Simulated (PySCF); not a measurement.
# Fe (iron, neutral): r2SCAN calculation

Configuration: [Ar] 3d6 4s2, high-spin 5D determinant. Calculation: PySCF 2.14, in cc-pVDZ-DK (6s5p3d1f, 43 functions); scalar relativity by spin-free X2C-1e.

```
Total energy                                                  : -1272.582 hartree
One-electron energy                                           : -1756.736 hartree
Hartree (Coulomb) energy                                      : 540.340 hartree
Exchange-correlation energy                                   : -56.187 hartree
⟨S²⟩                                                          : 6.0206
⟨L²⟩                                                          : 7.733
Sum of ⟨r⟩                                                    : 21.41 bohr
Sum of ⟨r²⟩                                                   : 37.89 bohr²
Traceless quadrupole moment −½Σ⟨3z² − r²⟩ along its main axis : 1.88 e·bohr²
Langevin diamagnetic susceptibility                           : -30.0 ×10⁻⁶ cm³/mol
Time after the integrals                                      : 3.1 s of wall time on 1 thread of Neoverse-V2 (shared host)
```

```tsv
shell	electrons	mean orbital energy (hartree)	spread (hartree)	rms radius, mean of both spins (bohr)
1s α	1	-257.82437	0	0.0675
1s β	1	-257.82317	0	0.0675
2s α	1	-30.40829	0	0.289
2s β	1	-30.32800	0	0.289
2p α	3	-25.84347	0.01918	0.261
2p β	3	-25.78144	0.00680	0.261
3s α	1	-3.58821	0	0.873
3s β	1	-3.38771	0	0.873
3p α	3	-2.29159	0.04570	0.937
3p β	3	-2.09511	0.02167	0.937
3d α	5	-0.29359	0.06382	1.35
4s α	1	-0.20376	0	3.13
3d β	1	-0.17121	0	1.35
4s β	1	-0.16791	0	3.13
```

⟨L²⟩ = 7.73 against 6 for a pure D term, so this real determinant mixes terms. The s, p, d and f populations moved away from the nominal configuration during the SCF.

Densities and radii are taken from the X2C orbitals without a picture-change correction, which distorts them close to the nucleus.
